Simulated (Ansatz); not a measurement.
`[SiH3]BN[SiH3]` + CH₃NH₂ → `CNB[SiH3]` + `N[SiH3]`  (ligand exchange at a B–N bond)

Computed with Ansatz on PBE0-D4/def2-TZVP structures; ΔE is electronic, products minus reactants. CBS: MP2 limit from def2 TZ/QZ plus the TZ coupled-cluster correction, frozen cores. This one scheme is used for every species. One conformer a species, not always the lowest.

```json
{"species": "`[SiH3]BN[SiH3]`", "CCSD(T)/CBS(def2) energy (Eh)": "-662.50143"}
{"species": "CH₃NH₂", "CCSD(T)/CBS(def2) energy (Eh)": "-95.75281"}
{"species": "`CNB[SiH3]`", "CCSD(T)/CBS(def2) energy (Eh)": "-411.45901"}
{"species": "`N[SiH3]`", "CCSD(T)/CBS(def2) energy (Eh)": "-346.80422"}
```

Task: Work out ΔE.

Result: ΔE = (-411.45901) + (-346.80422) − (-662.50143) − (-95.75281) = -0.00899 Eh = -5.6 kcal/mol.

Largest T1 diagnostic among the species: 0.014.

The D4 term adds +1.2 kcal/mol with B3LYP and +0.7 kcal/mol with PBE0; it sums over pairs of atoms, weighted by their polarisabilities, and B3LYP, whose exchange is more repulsive, gets the larger term.

B3LYP here is the variant with VWN-RPA as its local correlation; programs differ in this.
